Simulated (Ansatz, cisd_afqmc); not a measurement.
System: AlH$_{3}$, charge 0, triplet. This triplet is an excited state, 2.9 eV above the singlet at CCSD(T)/cc-pV(5+d)Z (Ansatz, an electronic-structure program). AlH3 (parent SMILES [AlH3], triplet).
B3LYP-D3(BJ)/def2-TZVP minimum from Ansatz:
```
Al
H 1 1.5884
H 1 1.8763 2 101.76
H 3 0.8286 1 77.24 2 92.70
```
Charge 0, spin multiplicity 3.

Total energies in cc-pV(D+d)Z, 6 correlated electrons, 5 frozen orbitals. UHF or UKS for unpaired electrons; spin-orbit terms are left out. Correlated methods leave the cores frozen. No relativity. AFQMC is phaseless with a CISD trial state; ± is one standard error, without the phaseless bias. Outlying blocks are dropped, and bars are widened where a walk drifts. Over all cases where full CI ran beside it in this data, AFQMC minus full CI had a median of +0.1 mEh and passed +0.4 mEh in a tenth of the cases. Full CI freezes restricted core orbitals and the other rows unrestricted ones, which leaves a small offset even where coupled cluster is exact. The spin of H3Al (parent SMILES [AlH3], triplet) was assumed, and the state is the lowest solution found for it.

```
method         program         energy (Eh)  error against FCI (mEh)
----------  ----------  ------------------  -----------------------
HF              Ansatz          -243.54206                    93.12
MP2             Ansatz          -243.61070                    24.48
CCSD            Ansatz          -243.63300                     2.18
CCSD(T)         Ansatz          -243.63458                     0.60
CCSDT(Q)        Ansatz          -243.63519                    -0.01
CCSDTQ          Ansatz          -243.63519                    -0.01
AFQMC/CISD  cisd_afqmc  -243.6352 ± 0.0001                0.0 ± 0.1
FCI             Ansatz          -243.63518                     0.00
```

Rough core times of Ansatz's runs on a shared machine: CCSD(T) under 20 s, CCSDT(Q) under 20 s, CCSDTQ 2 min, FCI 70 s.
